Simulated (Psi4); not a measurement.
C4H12Ge (SMILES CC(C)[CH2][GeH3]), singlet, geometry from GFN2-xTB; PBE0/STO-3G in Psi4.

Psi4 was given this input:
```
memory 2 GB

molecule mol {
0 1
Ge    1.192047    0.567145   -0.057544
C    -0.142915   -0.408134    1.024786
C    -1.471814   -0.751718    0.354175
C    -1.277870   -1.785959   -0.748685
C    -2.140609    0.498176   -0.204275
H     2.476959    0.637973    0.707558
H     1.518230   -0.074756   -1.368930
H     0.797422    1.980877   -0.347540
H    -0.336515    0.202444    1.911164
H     0.326339   -1.328314    1.382121
H    -2.131079   -1.185769    1.118189
H    -0.641060   -1.380685   -1.533697
H    -2.234282   -2.059389   -1.189360
H    -0.810996   -2.686346   -0.354447
H    -1.539402    0.907787   -1.016287
H    -2.241715    1.257541    0.568864
H    -3.130160    0.265812   -0.592240
}

set {
  basis sto-3g
  reference rks
}

energy('pbe0')
print_variables()
```

Question: Write the output that Psi4 gives for this input, abridged.

Answer: 
```
   => Loading Basis Set <=

    Name: STO-3G
    Role: ORBITAL
    Keyword: BASIS

         ---------------------------------------------------------
                                   SCF
               by Justin Turney, Rob Parrish, Andy Simmonett
                          and Daniel G. A. Smith
                              RKS Reference
         ---------------------------------------------------------

  ==> Geometry <==

    Molecular point group: c1
    Full point group: C1

    Geometry (in Angstrom), charge = 0, multiplicity = 1:

       Center              X                  Y                   Z               Mass
    ------------   -----------------  -----------------  -----------------  -----------------
         GE           1.044969643287     0.499522126744    -0.058574443303    73.921177761000
         C           -0.289992356713    -0.475756873256     1.023755556697    12.000000000000
         C           -1.618891356713    -0.819340873256     0.353144556697    12.000000000000
         C           -1.424947356713    -1.853581873256    -0.749715443303    12.000000000000
         C           -2.287686356713     0.430553126744    -0.205305443303    12.000000000000
         H            2.329881643287     0.570350126744     0.706527556697     1.007825032230
         H            1.371152643287    -0.142378873256    -1.369960443303     1.007825032230
         H            0.650344643287     1.913254126744    -0.348570443303     1.007825032230
         H           -0.483592356713     0.134821126744     1.910133556697     1.007825032230
         H            0.179261643287    -1.395936873256     1.381090556697     1.007825032230
         H           -2.278156356713    -1.253391873256     1.117158556697     1.007825032230
         H           -0.788137356713    -1.448307873256    -1.534727443303     1.007825032230
         H           -2.381359356713    -2.127011873256    -1.190390443303     1.007825032230
         H           -0.958073356713    -2.753968873256    -0.355477443303     1.007825032230
         H           -1.686479356713     0.840164126744    -1.017317443303     1.007825032230
         H           -2.388792356713     1.189918126744     0.567833556697     1.007825032230
         H           -3.277237356713     0.198189126744    -0.593270443303     1.007825032230

  Running in c1 symmetry.

  Rotational constants: A =      0.18005  B =      0.05336  C =      0.04989 [cm^-1]
  Rotational constants: A =   5397.76474  B =   1599.60107  C =   1495.79456 [MHz]
  Nuclear repulsion =  366.478284095492029

  Charge       = 0
  Multiplicity = 1
  Electrons    = 68
  Nalpha       = 34
  Nbeta        = 34

  ==> Algorithm <==

  SCF Algorithm Type is DF.
  DIIS enabled.
  MOM disabled.
  Fractional occupation disabled.
  Guess Type is SAD.
  Energy threshold   = 1.00e-06
  Density threshold  = 1.00e-06
  Integral threshold = 1.00e-12

  ==> Primary Basis <==

  Basis Set: STO-3G
    Blend: STO-3G
    Number of shells: 32
    Number of basis functions: 50
    Number of Cartesian functions: 51
    Spherical Harmonics?: true
    Max angular momentum: 2

  ==> DFT Potential <==

   => LibXC <=

    Version 7.1.2
    S. Lehtola, C. Steigemann, M. J. T. Oliveira, and M. A. L. Marques,  SoftwareX 7, 1–5 (2018) (10.1016/j.softx.2017.11.002)

   => Composite Functional: PBE0 <=

    PBE0 Hyb-GGA Exchange-Correlation Functional

    C. Adamo and V. Barone,  J. Chem. Phys. 110, 6158 (1999) (10.1063/1.478522)
    M. Ernzerhof and G. E. Scuseria,  J. Chem. Phys. 110, 5029 (1999) (10.1063/1.478401)

    Deriv               =              1
    GGA                 =           TRUE
    Meta                =          FALSE

    Exchange Hybrid     =           TRUE
    MP2 Hybrid          =          FALSE

   => Exchange Functionals <=

    0.7500   Perdew, Burke & Ernzerhof

   => Exact (HF) Exchange <=

    0.2500               HF

   => Correlation Functionals <=

    1.0000   Perdew, Burke & Ernzerhof

   => LibXC Density Thresholds  <==

    XC_HYB_GGA_XC_PBEH:  1.00E-15

   => Molecular Quadrature <=

    Radial Scheme          =       TREUTLER
    Pruning Scheme         =           NONE
    Nuclear Scheme         =       TREUTLER

    Blocking Scheme        =         OCTREE
    BS radius alpha        =              1
    Pruning alpha          =              1
    Radial Points          =             75
    Spherical Points       =            302
    Total Points           =         357303
    Total Blocks           =           2652
    Max Points             =            256
    Max Functions          =             47
    Weights Tolerance      =       1.00E-15

   => Loading Basis Set <=

    Name: (STO-3G AUX)
    Role: JKFIT
    Keyword: DF_BASIS_SCF

  ==> Integral Setup <==

  SCF_SUBTYPE=INCORE selected. In-core MEM_DF algorithm will be used.
  Using in-core AOs.

  ==> MemDFJK: Density-Fitted J/K Matrices <==

    J tasked:                   Yes
    K tasked:                   Yes
    wK tasked:                   No
    Algorithm:                 Core
    Schwarz Cutoff:           1E-12
    Mask sparsity (%):       4.0000
    Fitting Condition:        1E-10

   => Auxiliary Basis Set <=

  Basis Set: (STO-3G AUX)
    Blend: DEF2-UNIVERSAL-JKFIT
    Number of shells: 232
    Number of basis functions: 782
    Number of Cartesian functions: 967
    Spherical Harmonics?: true
    Max angular momentum: 5

  Minimum eigenvalue in the overlap matrix is 1.9913109379E-01.
  Reciprocal condition number of the overlap matrix is 7.5723572672E-02.
    Using symmetric orthogonalization.

  ==> Pre-Iterations <==

  SCF Guess: Superposition of Atomic Densities via on-the-fly atomic UHF (no occupation information).

   -------------------------
    Irrep   Nso     Nmo
   -------------------------
     A         50      50
   -------------------------
    Total      50      50
   -------------------------

  ==> Iterations <==

                           Total Energy        Delta E     RMS |[F,P]|

   @DF-RKS iter SAD: -2205.72978457737736   -2.20573e+03   0.00000e+00
   @DF-RKS iter   1: -2210.06164578315702   -4.33186e+00   1.35346e-02 ADIIS/DIIS
   @DF-RKS iter   2: -2209.68468886487426    3.76957e-01   2.66031e-02 ADIIS/DIIS
   @DF-RKS iter   3: -2210.45743727397667   -7.72748e-01   1.45178e-03 ADIIS/DIIS
   @DF-RKS iter   4: -2210.46189781012663   -4.46054e-03   3.56597e-04 ADIIS/DIIS
   @DF-RKS iter   5: -2210.46208150983102   -1.83700e-04   1.52050e-04 ADIIS/DIIS
   @DF-RKS iter   6: -2210.46211856676155   -3.70569e-05   8.62339e-06 DIIS
   @DF-RKS iter   7: -2210.46211870724892   -1.40487e-07   3.41338e-06 DIIS
   @DF-RKS iter   8: -2210.46211872522690   -1.79780e-08   7.79845e-07 DIIS
  Energy and wave function converged.

  ==> Post-Iterations <==

   Electrons on quadrature grid:
      Ntotal   =   67.9998892972 ; deviation = -1.107e-04

    Orbital Energies [Eh]
    ---------------------

    Doubly Occupied:

       1A   -394.506426     2A    -48.135536     3A    -43.734629
       4A    -43.734394     5A    -43.734084     6A    -10.057603
       7A    -10.035863     8A    -10.034872     9A    -10.020176
      10A     -5.591673    11A     -3.802938    12A     -3.802573
      13A     -3.801853    14A     -0.790244    15A     -0.668229
      16A     -0.662400    17A     -0.547128    18A     -0.485557
      19A     -0.442050    20A     -0.412185    21A     -0.408596
      22A     -0.365642    23A     -0.342772    24A     -0.330352
      25A     -0.322867    26A     -0.322573    27A     -0.295557
      28A     -0.295287    29A     -0.268821    30A     -0.230112
      31A     -0.229915    32A     -0.211951    33A     -0.208828
      34A     -0.208416

    Virtual:

      35A      0.276098    36A      0.325617    37A      0.339542
      38A      0.375190    39A      0.405218    40A      0.409082
      41A      0.416495    42A      0.480373    43A      0.488190
      44A      0.512724    45A      0.520812    46A      0.532308
      47A      0.535798    48A      0.558764    49A      0.562669
      50A      0.573646

    Final Occupation by Irrep:
              A
    DOCC [    34 ]
    NA   [    34 ]
    NB   [    34 ]

  @DF-RKS Final Energy: -2210.46211872522690

   => Energetics <=

    Nuclear Repulsion Energy =            366.4782840954920289
    One-Electron Energy =               -3819.7181142377703509
    Two-Electron Energy =                1322.5395094695663829
    DFT Exchange-Correlation Energy =     -79.7617980525149477
    Empirical Dispersion Energy =           0.0000000000000000
    VV10 Nonlocal Energy =                  0.0000000000000000
    Total Energy =                      -2210.4621187252269010

Computation Completed

Properties will be evaluated at   0.000000,   0.000000,   0.000000 [a0]

Properties computed using the SCF density matrix

 Multipole Moments:

 ------------------------------------------------------------------------------------
     Multipole            Electronic (a.u.)      Nuclear  (a.u.)        Total (a.u.)
 ------------------------------------------------------------------------------------

 L = 1.  Multiply by 2.5417464519 to convert [e a0] to [Debye]
 Dipole X            :         18.8105149          -18.8996485           -0.0891336
 Dipole Y            :          8.6285664           -8.6896228           -0.0610565
 Dipole Z            :          0.2096734           -0.1324266            0.0772468
 Magnitude           :                                                    0.1328147

 ------------------------------------------------------------------------------------

  Variable Map:
  ----------------------------------------------------------------------------
  "CURRENT ENERGY"              =>   -2210.462118725227
  "CURRENT REFERENCE ENERGY"    =>   -2210.462118725227
  "DD SOLVATION ENERGY"         =>       0.000000000000
  "DFT FUNCTIONAL TOTAL ENERGY" =>   -2210.462118725227
  "DFT TOTAL ENERGY"            =>   -2210.462118725227
  "DFT VV10 ENERGY"             =>       0.000000000000
  "DFT XC ENERGY"               =>     -79.761798052515
  "GRID ELECTRONS ALPHA"        =>      33.999944648611
  "GRID ELECTRONS BETA"         =>      33.999944648611
  "GRID ELECTRONS TOTAL"        =>      67.999889297222
  "NUCLEAR REPULSION ENERGY"    =>     366.478284095492
  "ONE-ELECTRON ENERGY"         =>   -3819.718114237770
  "PCM POLARIZATION ENERGY"     =>       0.000000000000
  "PE ENERGY"                   =>       0.000000000000
  "SCF ITERATION ENERGY"        =>   -2210.462118725227
  "SCF ITERATIONS"              =>       8.000000000000
  "SCF TOTAL ENERGY"            =>   -2210.462118725227
  "TWO-ELECTRON ENERGY"         =>    1322.539509469566
  "XC GRID RADIAL POINTS"       =>      75.000000000000
  "XC GRID SPHERICAL POINTS"    =>     302.000000000000
  "XC GRID TOTAL POINTS"        =>  357303.000000000000

  Array Variable Map:
  ----------------------------------------------------------------------------
  "CURRENT DIPOLE"              =>      -0.089133556737 ... 0.077246750684 1 by 3
  "SCF DIPOLE"                  =>      -0.089133556737 ... 0.077246750684 1 by 3
  "SCF TOTAL ENERGIES"          =>   -2205.729784577377 ... -2210.462118725227 1 by 9
```
